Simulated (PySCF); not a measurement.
Ga(Me)(NH2)2 (CH₇GaN₂), SMILES [NH2][Ga]([CH3])[NH2]. Atoms are numbered in the order given.

```xyz
11

Ga     0.0011     0.0025     0.0021
C     -1.4084    -1.3443    -0.2622
H     -1.1286    -2.0332    -1.0760
H     -2.3630    -0.8679    -0.5347
H     -1.5639    -1.9421     0.6493
N      0.0059     1.5941    -0.8948
H     -0.6341     1.8038    -1.6547
H      0.7745     2.2578    -0.8737
N      1.3949    -0.2581     1.1533
H      2.0920     0.4465     1.3751
H      1.4335    -1.0286     1.8133
```
Charge 0, spin multiplicity 1.

Geometry: TPSSh-D3(BJ)/def2-SVP. The structure was generated by enumeration; whether it is a known compound was not checked. Other conformers were not sampled.

The numbers are results of PBE/def2-TZVP in PySCF, not measurements.

Atomic charges (e):

```json
[
 {"atom": "Ga1", "meta-Löwdin": "0.61", "Löwdin": "0.10", "Mulliken": "0.42"},
 {"atom": "C2", "meta-Löwdin": "-0.57", "Löwdin": "-0.50", "Mulliken": "-0.52"},
 {"atom": "H3", "meta-Löwdin": "0.13", "Löwdin": "0.13", "Mulliken": "0.14"},
 {"atom": "H4", "meta-Löwdin": "0.13", "Löwdin": "0.13", "Mulliken": "0.14"},
 {"atom": "H5", "meta-Löwdin": "0.13", "Löwdin": "0.13", "Mulliken": "0.14"},
 {"atom": "N6", "meta-Löwdin": "-0.66", "Löwdin": "-0.30", "Mulliken": "-0.59"},
 {"atom": "H7", "meta-Löwdin": "0.23", "Löwdin": "0.15", "Mulliken": "0.22"},
 {"atom": "H8", "meta-Löwdin": "0.22", "Löwdin": "0.15", "Mulliken": "0.22"},
 {"atom": "N9", "meta-Löwdin": "-0.66", "Löwdin": "-0.30", "Mulliken": "-0.59"},
 {"atom": "H10", "meta-Löwdin": "0.22", "Löwdin": "0.15", "Mulliken": "0.22"},
 {"atom": "H11", "meta-Löwdin": "0.23", "Löwdin": "0.15", "Mulliken": "0.22"}
]
```
